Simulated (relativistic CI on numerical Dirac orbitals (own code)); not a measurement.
# Sensitivity of the levels of O VI to α

Computed by Dirac-Coulomb-Breit CI, separate exchange-only KLI orbitals for each configuration, valence Slater integrals scaled by 0.85, P86 correlation energy added to each configuration, derivatives by finite differences, QED left out (own radial code, finite nucleus).

CI space (outside the closed core 1s2): 2s, 2p, 3s, 3p, 3d. Levels of other configurations are missing.

With x = (α/α₀)² − 1 an excitation energy changes as ω = ω₀ + qx; K = 2q/ω₀ is the relative enhancement. Terms are leading LS components, so labels can repeat.

Lowest level 2s ²S1/2.

| Level | ω₀ (cm⁻¹) | q (cm⁻¹) | K |
| --- | --- | --- | --- |
| 2p ²P°1/2 | 98800 | 360.1 | 0.00729 |
| 2p ²P°3/2 | 99315 | 875.7 | 0.0176 |
| 3s ²S1/2 | 639627 | 603.5 | 0.00189 |
| 3p ²P°1/2 | 665773 | 704.9 | 0.00212 |
| 3p ²P°3/2 | 665920 | 852.2 | 0.00256 |
| 3d ²D3/2 | 672535 | 831.7 | 0.00247 |
| 3d ²D5/2 | 672581 | 878 | 0.00261 |

At this charge configurations can still be misplaced by up to about 7 % of their energy.
